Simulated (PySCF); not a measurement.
## Static response to an electric field

Species: C4H8BFO2.
Structure used (PBE0-D3(BJ)/def2-SVP), in Å, numbered top down from 1:
```xyz
16
C4H8BFO2 angstrom
C     -1.1526    1.1590    0.4256
C     -0.2955   -0.0113   -0.0011
C     -0.8655   -0.7021   -1.2347
F     -0.9091    0.1830   -2.2819
C      1.1895    0.3578   -0.2126
O      1.9214   -0.6664    0.4407
B      1.0460   -1.3862    1.1917
O     -0.2542   -1.0065    1.0250
H     -1.1865    1.9107   -0.3760
H     -2.1796    0.8271    0.6368
H     -0.7419    1.6225    1.3340
H     -0.2260   -1.5567   -1.5149
H     -1.8826   -1.0714   -1.0234
H      1.4380    1.3307    0.2429
H      1.4574    0.4007   -1.2794
H      1.3824   -2.2708    1.9297
```

Level: PBE0/def2-SVPD (PySCF), static field, nuclei fixed, core orbitals frozen in the response. The polarisability tensor in these axes (au):

```
x   66.70 -3.47  3.07
y   -3.47 66.96 -4.34
z    3.07 -4.34 64.28
```

Task: Give the principal values, the mean and the anisotropy Δα = √{½[(α1 − α2)² + (α2 − α3)² + (α1 − α3)²]}.

Result: Principal values 61.03, 63.55 and 73.36 au; mean 65.98 au = 9.78 Å³ = 10.88 × 10⁻⁴⁰ C²·m²/J; Δα = 11.29 au (17 % of the mean).

Task: What is the dipole moment, and where does it point?

Result: (-0.70, 0.82, 0.00) D, 1.08 D in size, pointing from the negative to the positive side. Measured along this direction, the outermost atoms are H16 at the negative end and H9 at the positive end.

Task: What are the principal values of the traceless quadrupole moment, Θ = ½Σq(3rr − r²1), about the centre of nuclear charge?

Result: -7.40, -0.24, 7.63 D·Å. The values depend on the origin, since the dipole doesn't vanish. The electronic extent ⟨r²⟩ about the same centre is 872 bohr², a root-mean-square distance of 1.98 Å for the 62 electrons.

Task: Estimate the molar refractivity from the static electronic polarisability.

Result: Lorentz–Lorenz: R = (4π/3)N_A α = 2.5225 cm³/(mol·Å³) × 9.78 Å³ = 24.7 cm³/mol, in the limit of long wavelengths.

Task: What depolarisation ratio follows for Rayleigh scattering of linearly polarised light, taking the static tensor?

Result: ρ = 3Δα²/(45ᾱ² + 4Δα²) = 382.1/(195893 + 509.5) = 0.00195.

Task: Find the Langevin capture rate constant for H3O+ (19.018 u) meeting this molecule (118.060 u), k = 2.342 × 10⁻⁹ cm³/s × √(α in Å³ / reduced mass in u).

Result: The reduced mass is 16.38 u, so k = 1.81 × 10⁻⁹ cm³/s. The formula leaves out the permanent dipole, which adds to the capture rate.

The structure is a single PBE0-D3(BJ)/def2-SVP conformer in the gas phase; no vibrational or solvent corrections.
